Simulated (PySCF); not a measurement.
Dipole response of Tc (technetium, neutral)

[Kr] 4d5 5s2, high-spin 6S determinant. All numbers are calculated (PySCF 2.14, scalar relativity by spin-free X2C-1e, in ANO-RCC-VTZP (7s6p4d2f1g, 68 functions)). Coupled (time-dependent) response in atomic units; α is the mean over directions. The basis has no added diffuse functions, which lowers α and C₆.

```csv
method,mean α (bohr³),C₆ (like pair),S(−4)
M06-2X,72.31,793.3,2737
M06,61.73,635.1,1699
```

S(−4) is the Cauchy moment in α(ω) = α(0) + S(−4) ω² + …

Reference α: 79 ± 10 bohr³ (recommended; Schwerdtfeger and Nagle, table of static dipole polarizabilities (2023 update)). Published C₆: 939.0 (Gould and Bucko (2016)).

α(iu) at M06-2X:

```
u (hartree)  α(iu) (bohr³)
          0          72.31
     0.0500          66.39
      0.100          54.74
      0.200          34.79
      0.300          23.33
      0.500          13.09
      0.750          8.181
       1.00          5.822
       1.50          3.476
       2.00          2.315
       3.00          1.227
       5.00         0.5097
```

A single London oscillator, α(iu) = α/(1 + u²/ω²), gives C₆ = (3/4) ω α². Matching the computed C₆ needs ω = 4 × 793.3 / (3 × 72.31²) = 0.202 hartree.
